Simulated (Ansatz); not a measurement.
Reaction (substitution at a C–B bond): `FBC[SiH3]` + `[CH3][AlH][OH]` → `[CH3][AlH][O]C[SiH3]` + `BF`

Computed with Ansatz on PBE0-D4/def2-TZVP structures; ΔE is electronic, products minus reactants. CCSD(T)/CBS is the MP2 limit (def2-TZVPP, def2-QZVPP) plus CCSD(T) − MP2 in def2-TZVPP, frozen cores. This one scheme is used for every species. Functionals use def2-TZVPP. One conformer a species, not always the lowest.

```json
{"level": "PBE", "ΔE (eV)": "1.47"}
{"level": "CCSD(T)/def2-TZVPP", "ΔE (eV)": "1.45"}
{"level": "HF/def2-QZVPP", "ΔE (eV)": "1.33"}
{"level": "HF/CBS(def2)", "ΔE (eV)": "1.33"}
```

**Question.** What does CCSD(T)/CBS give? (Estimate.)

**Answer.** Computed: +1.49 eV. The listed levels differ from it by -0.02, -0.04, -0.16, -0.16 eV.

Largest T1 diagnostic among the species: 0.013.

In def2-TZVPP, CCSD(T) changes the Hartree–Fock value by +0.11 eV (the triples alone add +0.00 eV) and MP2 by +0.19 eV. The D4 term adds −0.03 eV with B3LYP and −0.02 eV with PBE0; it sums over pairs of atoms, weighted by their polarisabilities, and B3LYP, whose exchange is more repulsive, gets the larger term. From PBE to PBE0 (25 % exact exchange), in def2-TZVPP and without D4, ΔE moves by +0.03 eV.

B3LYP here is the variant with VWN-RPA as its local correlation; programs differ in this.
